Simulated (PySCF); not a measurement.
Geometry:
```csv
atom,x (Å),y (Å),z (Å)
O1,3.516,2.435,3.276
B2,4.216,1.971,2.208
O3,3.788,0.998,1.361
Si4,6.048,2.783,1.876
Cl5,7.208,2.450,3.578
H6,2.668,2.005,3.439
H7,2.924,0.622,1.565
H8,6.753,2.161,0.717
H9,5.992,4.260,1.655
```

How the numbers were obtained: HF/pcSseg-2 with gauge-including orbitals, geometry: PBE0-D3(BJ)/def2-SVP, in PySCF 2.14 (single conformer, gas phase, no relativistic terms, fast rotation and ring inversion assumed for equivalent nuclei).

Chemical shifts δ = σref − σ; 1H, 29Si against TMS; 17O vs H2O; 11B against BF3·OEt2; 35Cl against HCl, all at this level.

```
atoms  nucleus  count  δ (ppm)
   B2      11B      1        ?
H6/H7       1H      2     3.39
  Si4     29Si      1        ?
O1/O3      17O      2    108.4
H8/H9       1H      2     4.54
  Cl5     35Cl      1     -122
```

**Question.** Fill in the missing shifts.

**Answer.** 
- B2: 31.8 ppm, boron bonded to 2 O, Si
- Si4: -34.6 ppm, silicon bonded to B, Cl, 2 H

The OH or NH signal is concentration- and solvent-dependent in practice; the value given is the gas-phase one. Experimental scales use liquid or dissolved standards, which lie at an offset from isolated H2O (liquid H2O: subtract about 36 ppm).
